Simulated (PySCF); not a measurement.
## Spin-rotation constants: SMILES CC/C=N/N=C\C(F)(F)F, C5H7F3N2

Geometry:
```csv
atom,x (Å),y (Å),z (Å)
C1,2.377,0.411,-0.880
C2,2.018,-0.645,0.166
C3,0.877,-0.181,1.003
N4,-0.200,-0.829,1.035
N5,-1.265,-0.812,1.710
C6,-2.419,-0.375,1.410
C7,-2.720,0.460,0.193
F8,-3.883,1.113,0.314
F9,-1.772,1.390,-0.041
F10,-2.804,-0.267,-0.940
H11,1.528,0.601,-1.531
H12,2.660,1.345,-0.400
H13,3.211,0.069,-1.488
H14,2.884,-0.821,0.811
H15,1.751,-1.583,-0.320
H16,1.002,0.754,1.549
H17,-3.251,-0.618,2.048
```

Computed, not measured: GIAO PBE/pcSseg-1 magnetisability, rotational g tensor and spin-rotation constants, non-relativistic, gas phase in PySCF. Geometry: GFN2-xTB.

(1) Give the nuclear spin-rotation constants along the inertial axes (H = +C I·J) beside the isotropic shieldings.

Answers

(1) Rotational constants 2.5279, 0.6978, 0.6183 GHz. A star marks the isotopologue with that one atom substituted, in its own axes.
```tsv
atom	isotope	Caa (kHz)	Cbb (kHz)	Ccc (kHz)	mean (kHz)	σ (ppm)
N4	14N	0.644	0.091	0.108	0.281	-99.4
N5	14N	0.730	0.142	0.048	0.306	-106.5
F8	19F	2.489	1.162	0.885	1.512	233.5
F9	19F	3.768	0.948	0.852	1.856	225.2
F10	19F	3.706	1.057	0.698	1.820	232.0
H11	1H	-0.072	-0.045	-0.067	-0.061	30.6
H12	1H	-0.281	-0.075	0.011	-0.115	30.5
H13	1H	-0.045	-0.067	-0.052	-0.055	30.3
H14	1H	-0.009	-0.055	-0.061	-0.042	29.3
H15	1H	-0.255	-0.083	0.025	-0.104	29.3
H16	1H	-0.245	-0.076	0.054	-0.089	25.4
H17	1H	0.023	-0.012	-0.073	-0.021	25.8
C1	13C*	0.365	0.092	0.092	0.183	168.1
C2	13C*	0.438	0.124	0.104	0.222	147.6
C3	13C*	0.813	0.151	0.238	0.401	59.2
C6	13C*	0.802	0.236	0.124	0.387	73.8
C7	13C*	0.790	0.234	0.195	0.406	47.5
```
For the geometry as given, no vibrational averaging.
